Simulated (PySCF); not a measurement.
## Radial density of P³⁺ (phosphorus, charge +3)

UHF, [Ne] 3s2, closed-shell 1S. All numbers are calculated (PySCF 2.14, scalar relativity by spin-free X2C-1e, in aug-cc-pVDZ-DK).

```tsv
r (bohr)	4πr²ρ (e/bohr)
0.00147	0.06804
0.00247	0.1825
0.00416	0.4690
0.00700	1.179
0.0118	2.819
0.0198	6.160
0.0333	11.49
0.0560	16.49
0.0942	15.77
0.159	10.95
0.267	13.56
0.448	14.96
0.754	5.344
1.27	1.659
2.13	0.8487
3.59	0.03582
6.04	1.463e-05
```

Densities and radii are taken from the X2C orbitals without a picture-change correction, which distorts them close to the nucleus.
